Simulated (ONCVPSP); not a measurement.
What the settings do to the ONCV potential of lanthanum

Base potential:

```json
{"Element": "lanthanum (La)", "Generator": "ONCVPSP 4.0.1", "Type": "optimised norm-conserving Vanderbilt (ONCV)", "Functional": "PBE", "Relativity": "scalar-relativistic", "Frozen core": "[Kr] 4d10", "Valence charge": "11", "Reference configuration": "5s2 5p6 5d1 6s2", "Partial waves": "5s+6s: rc 2.75 bohr, ncon 5, nbas 9, qcut 5.8 1/bohr, 2 projectors; 5p: rc 1.95 bohr, ncon 4, nbas 7, qcut 3.9 1/bohr, 2 projectors, debl 3.9 Ha; 5d: rc 4.00 bohr, ncon 5, nbas 9, qcut 4.5 1/bohr, 1 projector; f scattering state at 0.44 Ha: rc 4.10 bohr, ncon 4, nbas 7, qcut 3.1 1/bohr, 1 projector", "Local potential": "polynomial inside 1.30 bohr (lpopt 5, dvloc0 0 Ha)", "Core correction": "Teter function, fcfact 5.5, rcfact 1"}
```

In the f channel the program set the typed energies aside and used -0.160 Ha.

All-electron outer shells of the reference configuration (PBE, scalar-relativistic, ld1.x):

```csv
shell,level (eV),outermost node (bohr),outermost maximum (bohr)
5s,-38.92,0.77,1.41
5p,-22.40,0.83,1.58
6s,-3.68,1.86,3.84
5d,-3.09,0.95,2.21
```

Cutoffs, loose and tight: the cutoffs (Ha) at which the residual kinetic energy of the hardest occupied pseudo-wave falls to 1 and 0.1 mHa per electron. They do not see the model core or the augmentation charge, which bear on the density cutoff. Test errors are all-electron minus pseudo excitation energies from the reference, over the configurations 5s2 5p6 5d1 6s1; 5s2 5p6 5d1 6s0; 5s2 5p6 5d0 6s0; 5s2 5p5 5d1 6s2. A dash means not determined; rows that change the core or the reference have their own tests.

A true bound ghost makes a file unfit for plane-wave use even where its test errors are small: the radial tests pick states by their node count and pass the ghost by.

```tsv
change	outcome	cutoff, loose	cutoff, tight	bound ghosts	GHOST(+) flags above zero	largest test error (meV)
base	generated, projector energies reset by the program	29 Ha	38 Ha	s	p	-20
all radii but the core radius scaled by about 0.78 (s 2.14, p 1.52, d 3.10, f 3.18 bohr); local potential polynomial inside 1.02 bohr (lpopt 5, dvloc0 0 Ha)	failed: ERROR pspot: first pseudo wave function has node, program will stop	–	–	–	–	–
all radii but the core radius scaled by about 0.85 (s 2.34, p 1.66, d 3.40, f 3.48 bohr); local potential polynomial inside 1.10 bohr (lpopt 5, dvloc0 0 Ha)	failed: ERROR pspot: first pseudo wave function has node, program will stop	–	–	–	–	–
all radii but the core radius scaled by about 0.89 (s 2.44, p 1.74, d 3.54, f 3.64 bohr); local potential polynomial inside 1.16 bohr (lpopt 5, dvloc0 0 Ha)	generated, projector energies reset by the program	38 Ha	48 Ha	s	p	-12
all radii but the core radius scaled by about 0.95 (s 2.62, p 1.86, d 3.80, f 3.90 bohr); local potential polynomial inside 1.24 bohr (lpopt 5, dvloc0 0 Ha)	generated, projector energies reset by the program	33 Ha	42 Ha	s	p, f	-16
all radii but the core radius scaled by about 1.09 (s 3.00, p 2.12, d 4.36, f 4.48 bohr); local potential polynomial inside 1.42 bohr (lpopt 5, dvloc0 0 Ha)	generated, projector energies reset by the program	15 Ha	31 Ha	none	p	4 of 4 tests not solved or not reliable
all radii but the core radius scaled by about 1.14 (s 3.14, p 2.22, d 4.56, f 4.68 bohr); local potential polynomial inside 1.48 bohr (lpopt 5, dvloc0 0 Ha)	generated, projector energies reset by the program	8.8 Ha	27 Ha	none	s, p	+43
all radii but the core radius scaled by about 1.19 (s 3.26, p 2.32, d 4.74, f 4.86 bohr); local potential polynomial inside 1.54 bohr (lpopt 5, dvloc0 0 Ha)	generated, projector energies reset by the program	8.4 Ha	23 Ha	none	s	+59
all radii but the core radius scaled by about 1.30 (s 3.58, p 2.54, d 5.22, f 5.34 bohr); local potential polynomial inside 1.70 bohr (lpopt 5, dvloc0 0 Ha)	generated, projector energies reset by the program	6.9 Ha	8.8 Ha	none	s, p	+112
```

Q: What comes out with this change to the base: all radii but the core radius scaled by about 1.24 (s 3.42, p 2.42, d 4.98, f 5.10 bohr); local potential polynomial inside 1.62 bohr (lpopt 5, dvloc0 0 Ha)?

A: outcome: generated, projector energies reset by the program; cutoff, loose: 7.8 Ha; cutoff, tight: 15 Ha; bound ghosts: none; GHOST(+) flags above zero: s, p; largest test error (meV): +87.

Reading the sweep of the scale of all radii but the core radius (base = 1) (base included, trends over the rows without a ghost): The loose cutoff falls from 15 Ha at 1.09 to 6.9 Ha at 1.3. A larger radius leaves more room for a smooth pseudo-wave, so fewer plane waves are needed; a smaller one forces it to follow the all-electron wave where it bends sharply. The median size of the test errors (rows with all tests solved) rises from 23.4 meV at 1.14 to 46.4 meV at 1.3. More of the atom is replaced by a form fitted at one configuration, so other configurations suffer as the radius grows. Bound ghosts are found at 0.89, 0.95, 1. The generation fails at 0.78, 0.85.
